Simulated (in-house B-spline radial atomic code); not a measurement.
Results of a calculation; reference values are marked as such.
## What the choice of pseudopotential does to G0W0 on PBE0: Mg⁺

All numbers come from an all-electron radial atomic-structure program (B-spline basis), non-relativistic, configuration [Ne] 3s1, open shells at high spin. Semilocal Troullier-Martins pseudo-atoms, one channel per l, are made with PBE or LDA for several valence sets and radii, with or without a model core, and set against the all-electron atom. One channel fits only the lowest state of its l, so a second state of that l is approximate. All electrons give 3s up: PBE0 -12.708 eV, G0W0 -15.559 eV, 2p down: PBE0 -59.62 eV, G0W0 -66.66 eV. Potentials are made in the ion's own configuration unless the neutral atom is named, and a smooth local potential serves every l without a channel. Potentials that miss their own reference levels by more than 6 millihartree, or need radii over 3.5 bohr, are left out. Columns give pseudo minus all-electron, in eV; a dash marks a level in the core or of low weight.

```
 valence          made with   radii (bohr)  model core (bohr)  3s up PBE0  3s up G0W0  2p down PBE0  2p down G0W0
   2p 3s  PBE, neutral atom  s 2.04 p 0.57               none       -0.10       -0.30         +1.20         +2.69
   2p 3s  LDA, neutral atom  s 2.25 p 0.64               none       -0.08       -0.27         +0.85         +2.35
   2p 3s  PBE, neutral atom  s 2.56 p 0.71               none       -0.11       -0.32         +1.21         +2.80
   2p 3s  PBE, neutral atom  s 2.94 p 0.82               none       -0.12       -0.36         +1.24         +2.96
   2p 3s  PBE, neutral atom  s 3.32 p 0.93               none       -0.15       -0.43         +1.27         +3.17
   2p 3s  PBE, neutral atom  s 2.30 p 0.64               0.20       -0.08       -0.28         +1.76         +3.32
   2p 3s                LDA  s 2.35 p 0.71               0.20       -0.05       -0.23         +1.47         +3.01
   2p 3s  LDA, neutral atom  s 2.88 p 0.82               0.20       -0.07       -0.28         +1.58         +3.30
2s 2p 3s  PBE, neutral atom  s 0.44 p 0.57               none       -0.02       -0.05         +0.07         +0.32
2s 2p 3s  PBE, neutral atom  s 0.55 p 0.71               none       -0.02       -0.05         +0.07         +0.31
2s 2p 3s  LDA, neutral atom  s 0.71 p 0.93               none       -0.04       -0.07         -0.26         -0.06
2s 2p 3s  LDA, neutral atom  s 0.49 p 0.64               0.20        0.00       -0.02         +0.03         +0.29
2s 2p 3s                LDA  s 0.55 p 0.71               0.20        0.00       -0.02         +0.03         +0.27
2s 2p 3s  PBE, neutral atom  s 0.63 p 0.82               0.20       -0.03       -0.06         +0.08         +0.31
```

Q: How does the G0W0 shift of 3s up, which all sets hold, depend on the valence set?

A: Mean size: 2s 2p 3s: 0.05 eV; 2p 3s: 0.31 eV. The means mix radii and the functional used in making the potentials.
